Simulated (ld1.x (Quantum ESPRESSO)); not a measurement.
Reading a pseudo-wave (V)

Columns: radius, all-electron u(r) and pseudo u(r) of the 3s shell (level -70.24 eV) of vanadium in the configuration [Ne] 3s2 3p6 3d3 4s2 4p0; PBE, scalar-relativistic, RRKJ scheme, ld1.x (Quantum ESPRESSO) 7.5.

```tsv
r (bohr)	all-electron	pseudo
0.131	-0.3503	0.1122
0.262	-0.5206	0.2592
0.393	0.0704	0.4752
0.524	0.6617	0.7591
0.655	1.0161	1.0213
0.786	1.1423	1.1421
0.917	1.1153	1.1153
1.048	1.0058	1.0058
1.179	0.8633	0.8633
1.310	0.7169	0.7169
1.441	0.5818	0.5818
1.572	0.4643	0.4643
1.703	0.3661	0.3661
1.834	0.2859	0.2859
1.965	0.2216	0.2216
2.096	0.1709	0.1709
2.227	0.1312	0.1312
2.358	0.1004	0.1004
2.489	0.0765	0.0765
2.620	0.0582	0.0582
2.751	0.0442	0.0442
2.882	0.0335	0.0335
3.013	0.0253	0.0253
3.144	0.0192	0.0192
3.275	0.0145	0.0145
3.406	0.0109	0.0109
```

(1) How many radial nodes do the two functions have?

(2) At about which radius was the pseudo-wave matched?

(3) Is the pseudo-wave norm-conserving?

## Answers

(1) The all-electron 3s function has n − l − 1 = 2 (the table is too coarse to show those close to the nucleus); the pseudo-wave has 0, since the states of the same l below it are removed with the core.

(2) 0.90 bohr, where the columns begin to agree (steps of 0.13 bohr).

(3) Yes: the RRKJ scheme keeps the norm inside the radius equal to the all-electron one, which fixes the energy derivative of the logarithmic derivative at the level.
